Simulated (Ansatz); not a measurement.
## Ansatz (development build ahead of 0.2.0) run

```yaml
crystal:
  periodic: [false, false, false]
  atoms:
    - { symbol: V, position_ang: [0.0, 0.0, 0.0] }
    - { symbol: Br, position_ang: [0.0, 0.0, 3.72] }
basis:
  gaussian: { orbitals: pcseg-2 }
magnetization:
  spin_polarized: true
  initial_magnetization: 4
hamiltonian:
  xc: pbe
```

The input is written out in the form of the current development build from the run's settings.

The run gave:

* Converged: yes
* Total energy: -3517.53095 hartree
* Spin squared of the determinant: 6.223
* Stability test: minimum

Caution: other spin multiplicities were not run; the unrestricted determinant is spin contaminated.
